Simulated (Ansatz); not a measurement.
Gas-phase electronic energies from Ansatz, PBE0-D4/def2-TZVP geometries. CBS: MP2 limit from def2 TZ/QZ plus the TZ coupled-cluster correction, frozen cores. This one scheme is used for every species. DFT in def2-TZVPP. Each species was taken in one conformer, which may not be the lowest.

Reaction (cleavage of the B–Si bond): `C[SiH2]B(F)Cl` + `N=C=O` → `O=C=NB(F)Cl` + `C[SiH3]`

`C[SiH2]B(F)Cl`:

Z-matrix (Å, degrees):
```
C
Si 1 1.870
H 1 1.092 2 110.6
H 1 1.092 2 110.6 3 119.5
H 1 1.092 2 111.0 3 -120.3
B 2 2.031 1 112.0 3 -59.7
H 2 1.491 1 111.1 3 179.9
H 2 1.491 1 111.1 3 60.6
Cl 6 1.760 2 121.8 1 0.5
F 6 1.317 2 121.8 1 -179.6
```

`N=C=O`:

Cartesian coordinates in Å:
```
N 0.619 -0.175 0.415
C -0.238 0.341 -0.262
O -0.982 0.952 -0.911
H 0.601 -1.118 0.758
```

`O=C=NB(F)Cl`:

```xyz
6

O     0.881    0.372   -2.425
C     0.547    0.416   -1.319
N     0.227    0.551   -0.167
B    -0.332   -0.109    0.948
F    -0.477    0.551    2.075
Cl   -0.845   -1.782    0.889
```

`C[SiH3]`:

Z-matrix (Å, degrees):
```
C
Si 1 1.871
H 1 1.092 2 110.8
H 1 1.092 2 110.8 3 -120.0
H 1 1.092 2 110.8 3 120.0
H 2 1.488 1 110.7 3 -179.9
H 2 1.488 1 110.7 3 -59.9
H 2 1.488 1 110.7 3 60.1
```

(1) Is it downhill or uphill in electronic energy at CCSD(T)/CBS, and by how much? (An estimate is asked.)

(2) What do these levels give: r2SCAN-D4, PBE0-D4, ωB97X-V, ωB97M-V, PBE, r2SCAN, PBE0, HF/def2-TZVPP, MP2/def2-TZVPP, SCS-MP2/def2-TZVPP, HF/def2-QZVPP, CCSD/CBS(def2)? (An estimate is asked.)

Largest T1 diagnostic among the species: 0.018.

Results:

(1) The calculation gave: Downhill: ΔE = -116.0 kJ/mol.

(2) Ansatz gave: r2SCAN-D4 -119.5, PBE0-D4 -114.8, ωB97X-V -116.9, ωB97M-V -121.3, PBE -109.3, r2SCAN -120.0, PBE0 -116.2, HF/def2-TZVPP -141.0, MP2/def2-TZVPP -126.7, SCS-MP2/def2-TZVPP -127.1, HF/def2-QZVPP -141.3, CCSD/CBS(def2) -118.5 kJ/mol.

From PBE to PBE0 (25 % exact exchange), in def2-TZVPP and without D4, ΔE moves by −6.9 kJ/mol. In def2-TZVPP, CCSD(T) changes the Hartree–Fock value by +21.5 kJ/mol (the triples alone add +2.6 kJ/mol) and MP2 by +14.3 kJ/mol.
